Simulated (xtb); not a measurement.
C5H5, SMILES [C]1=CC=CC1 (connectivity only; charge and spin as stated), charge +1, multiplicity 1. All values are semi-empirical tight-binding results from xtb (GFN2-xTB unless named), good for trends rather than for accurate numbers. The structure is a stationary point at GFN2-xTB. The spin state was assumed, not searched. The isomer is the one that the SMILES or the coordinates give; other isomers of the formula were not compared. Other conformers were not sampled.

Computed properties:
```json
{
  "orbital_gap": "2.04 eV",
  "zero_point_energy": "47.2 kcal/mol",
  "G − E(el) at 298.15 K (modified RRHO)": "30.2 kcal/mol",
  "static polarisability (D4 model)": "47.9 bohr³",
  "solvation energy, GFN2-xTB/ALPB(water)": "-58.3 kcal/mol",
  "solvation energy, GFN2-xTB/ALPB(ch2cl2)": "-49.2 kcal/mol"
}
```

Computed IR lines (harmonic; lines under 4 % of the strongest left out, lines within 3 cm⁻¹ merged):
ν (cm⁻¹): 124 (w), 411 (m), 479 (m), 594 (m), 673 (vs), 795 (w), 882 (w), 959 (w), 998 (m), 1053 (w), 1111 (m), 1148 (m), 1194 (w), 1314 (vs), 1521 (w), 1815 (m), 2945 (m), 2974 (s), 3084 (m), 3125 (m), 3188 (vs) (against the strongest line: vs over 80 %, s over 45 %, m over 15 %, w over 4 %, vw less)
